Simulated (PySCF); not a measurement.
**Spin–orbit doublets of 2p levels**

Species: Ti(SMe)2(OMe)2, C4H12O2S2Ti (singlet state).
Cartesian coordinates in Å at the PBE0-D3(BJ)/def2-SVP level; atoms count from 1:
```
atom  x, y, z in Å
Ti1    0.0397    0.5239    0.3474
S2     0.7854    0.5393    2.4990
C3     1.3707   -1.1880    2.5918
H4     0.5687   -1.8935    2.3333
H5     1.6950   -1.3805    3.6241
H6     2.2181   -1.3343    1.9063
S7     1.9386    0.1293   -0.8737
C8     1.4072   -1.0940   -2.1205
H9     0.6714   -1.7920   -1.7003
H10    2.2955   -1.6562   -2.4409
H11    0.9752   -0.5911   -2.9970
O12   -0.5609    2.1347    0.0306
C13   -0.5563    3.4027   -0.5319
H14   -0.5920    4.1688    0.2606
H15   -1.4359    3.5395   -1.1835
H16    0.3564    3.5594   -1.1322
O17   -1.0878   -0.8031    0.0642
C18   -2.3120   -1.4263   -0.1142
H19   -2.7323   -1.7413    0.8563
H20   -2.1933   -2.3255   -0.7432
H21   -3.0382   -0.7558   -0.6058
```

Computed with PySCF 2.14.0, delta-SCF UKS SCAN, pcX-2 on the ionised atom (unc-x2c-TZVPall on a metal), pcseg-1 elsewhere, spin-free X2C. Binding energies are ΔSCF values: E(core-ionised, relaxed orbitals) − E(ground state) at a fixed geometry, referred to the vacuum level. The 2p values add to the ΔSCF energy of one spin-free hole a correction within the shell (spin–orbit coupling, ligand field). The splitting includes the ligand field, and 2p3/2 is the mean of two sublevels.

Question: Give the 2p3/2 and 2p1/2 binding energies and the splitting.

Answer: 
```
atom                     environment  2p3/2 (eV)  2p1/2 (eV)  splitting (eV)  mean of the shell (eV)
 Ti1  titanium bonded to 2 O and 2 S      461.75      467.47            5.72                  463.66
```

Question: And the 1s levels of the other atoms?

Answer: C3/C8 (carbon bonded to S and 3 H) 290.72 eV; C13/C18 (carbon bonded to O and 3 H) 292.24 eV; O12/O17 (oxygen bonded to C and Ti) 537.32 eV; S2/S7 (sulfur bonded to C and Ti) 2475.38 eV.

One atom of each set of topologically equivalent atoms was ionised and stands for the set; in this conformer not all members are related by symmetry, and their own values weren't computed. Not every level is listed. Satellites of the metal's 2p lines aren't described. Isolated species at its PBE0-D3(BJ)/def2-SVP geometry, gas phase. Metal 2p energies of this one-determinant scheme are less reliable than its 1s energies.
